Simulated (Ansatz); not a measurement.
Geometry optimisation, UKS PBE-D4/def2-SVP in Ansatz.

Input file:

```yaml
crystal:
  periodic: [false, false, false]
  atoms:
    - { symbol: Zn, position_ang: [0.0, 0.0, 0.0] }
    - { symbol: Cl, position_ang: [0.0, 0.0, 2.49] }
    - { symbol: O, position_ang: [0.0, 0.0, -1.79] }
    - { symbol: H, position_ang: [0.2547, -0.9174, -2.1271] }
    - { symbol: Cl, position_ang: [0.0, 0.0, 4.83] }
magnetization:
  spin_polarized: true
  initial_magnetization: 1
basis:
  gaussian: { orbitals: def2-SVP }
hamiltonian:
  xc: pbe
  dispersion: d4
relax:
  f_tol: 0.15
  max_steps: 25
  restrain:
    - { distance: [1, 4], at: 2.04, k: 30.0 }
    - { distance: [0, 1], at: 3.44, k: 30.0 }
output:
  orbitals: {}
```

Launched with:

```bash
$ ansatz run input.yaml --threads 4 --pin off --max-ram 5120MiB --backend cpu --events-out ev --progress --plain --runs-dir out
```

Problem. Where does it end, and by what steps?

Solution. The run converged. The restraints hold the end off the free minimum. After 6 steps the energy has risen by 1.079 eV (the restraints' own energy left out); Cl2 moved furthest, 0.61 Å. Parted: Zn1–Cl2 (2.49 → 3.42 Å).

```
step  energy less start (eV)  largest force component (eV/Å)  accepted
   0                  0.0000                           2.463       yes
   1                  0.7599                           3.805       yes
   2                  1.3767                           5.228       yes
   3                  1.1709                           2.598       yes
   4                  1.1010                           1.348       yes
   5                  1.0872                           1.367       yes
   6                  1.0795                           1.376       yes
```

```xyz
5
Properties=species:S:1:pos:R:3
Zn -0.015 0.055 -0.324
Cl -0.008 0.030 3.100
O 0.013 -0.047 -2.143
H 0.266 -0.958 -2.400
Cl -0.001 0.002 5.170
```

Time of the run: 18 s on 4 threads of Arm Neoverse V1, with other jobs on the host, peak memory 0.21 GiB.
